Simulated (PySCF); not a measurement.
Simulated C 1s region for `CO[C@@H](F)[C@@H](F)OC`, binding energy against the vacuum level.

Every computed line was given a Gaussian of 0.4 eV full width at half maximum and an area set by the number of equivalent atoms; the highest printed point is 100. Computed, not measured: delta-SCF UKS SCAN, pcX-2 on the ionised atom, pcseg-1 elsewhere, spin-free X2C (PySCF 2.14.0).

binding energy (eV), intensity and a bar:
```
    292.1          1 
    292.2          4 #
    292.3         16 #####
    292.4         41 ############
    292.5         76 #######################
    292.6         99 ##############################
    292.7         92 ############################
    292.8         60 ##################
    292.9         28 ########
    293.0          9 ###
    293.1          2 #
    293.2          0 
    293.3          0 
    293.4          0 
    293.5          0 
    293.6          0 
    293.7          0 
    293.8          0 
    293.9          0 
    294.0          0 
    294.1          1 
    294.2          5 #
    294.3         17 #####
    294.4         43 #############
    294.5         78 ########################
    294.6        100 ##############################
    294.7         90 ###########################
    294.8         58 #################
    294.9         26 ########
    295.0          8 ##
    295.1          2 #
    295.2          0
```

Q: Count the maxima, the lines and the sites behind this envelope.

A: The curve has 2 maxima (at 292.6 and 294.6 eV). Under it lie 2 lines from 2 inequivalent carbon sites.

Q: Decompose the envelope and assign each component. Numbering: `[CH3:1][O:2][C@@H:3]([F:4])[C@@H:5]([F:6])[O:7][CH3:8]`.

A: 
```
position (eV)  relative area  line  atoms     environment
       292.63              2  C 1s  C1/C8  methoxy carbon
       294.62              2  C 1s  C3/C5  sp3 C–F carbon
```

Q: Above which line width would these two lines show one maximum?

A: Two equal Gaussians merge once their distance is under 2σ = FWHM/1.177. With 1.99 eV between them that is a full width over 2.34 eV.

The listed C 1s values span 1.99 eV, from C1/C8 (bonded to O and 3 H) to C3/C5 (bonded to F, O, C and H). Summing the Pauling electronegativity differences to the bonded atoms, each weighted by its formal bond order, gives -0.16 for the lowest site and +1.97 for the highest.

The curve has no shake-up lines and no vibrational structure. Atoms equivalent by their bonding share one computed value, that of the first of them. One conformer (not necessarily the lowest) at the PBE0-D3(BJ)/def2-SVP geometry, without solvent, vibrations or thermal averaging.

Shape of the structure used: `[CH3:1][O:2][C@@H:3]([F:4])[C@@H:5]([F:6])[O:7][CH3:8]`: C1–O2–C3–F4 72°, O2–C3–C5–F6 59°, C3–C5–O7–C8 170°.
